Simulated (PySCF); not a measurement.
**A parent and its derivatives**

Method: TDDFT CAM-B3LYP/def2-SVPD, vertical, gas phase, core orbitals frozen in the response in PySCF 2.14.0, density-fitted response routines. Geometries: GFN2-xTB; one conformer of each isolated species. Triplets are in the Tamm–Dancoff approximation.

Parent: `C#C/C=C/CF`, with lowest singlet excitation energy 5.55 eV, HOMO energy -8.37 eV, LUMO energy 0.14 eV, lowest triplet energy 3.49 eV. Its spectrum: 223 nm (f 0.000); 218 nm (f 0.347); 195 nm (f 0.000); 181 nm (f 0.002); 166 nm (f 0.005).

Shifts from the parent:

| change | SMILES | Δ S1 (eV) | Δ HOMO (eV) | Δ LUMO (eV) | Δ T1 (eV) |
| --- | --- | --- | --- | --- | --- |
| H on C replaced by propynyl | CC#CC#C/C=C/CF | -1.33 | +0.74 | -0.43 | -0.52 |
| H on C replaced by vinyl | C=CC#C/C=C/CF | -0.86 | +0.58 | -0.75 | -0.71 |
| H on C replaced by C2H5 | CCC#C/C=C/CF | -0.16 | +0.48 | +0.31 | -0.03 |

Problem. Predict the same shifts for this change: H on C replaced by CH3 (`CC#C/C=C/CF`).

Solution. Δ lowest singlet excitation energy -0.16 eV, Δ HOMO energy +0.47 eV, Δ LUMO energy +0.33 eV, Δ lowest triplet energy -0.02 eV. Spectrum: 5.39 eV (f 0.000); 5.59 eV (f 0.412); 6.28 eV (f 0.000); 6.51 eV (f 0.002); 6.98 eV (f 0.001). S1 falls most with H on C replaced by propynyl (-1.33 eV); all changes lower it. S1 is simply the lowest singlet of each species and needn't be the same kind of state throughout. Over these 4 changes the shifts of S1 and of the HOMO–LUMO gap correlate with r = 0.90.

Lowest levels of each derivative:
- `CC#CC#C/C=C/CF`: 4.22 eV (f 0.000); 4.46 eV (f 0.228); 4.63 eV (f 0.000)
- `C=CC#C/C=C/CF`: 4.69 eV (f 0.608); 4.81 eV (f 0.008); 5.94 eV (f 0.001)
- `CC#C/C=C/CF`: 5.39 eV (f 0.000); 5.59 eV (f 0.412); 6.28 eV (f 0.000)
- `CCC#C/C=C/CF`: 5.39 eV (f 0.000); 5.56 eV (f 0.425); 6.30 eV (f 0.000)
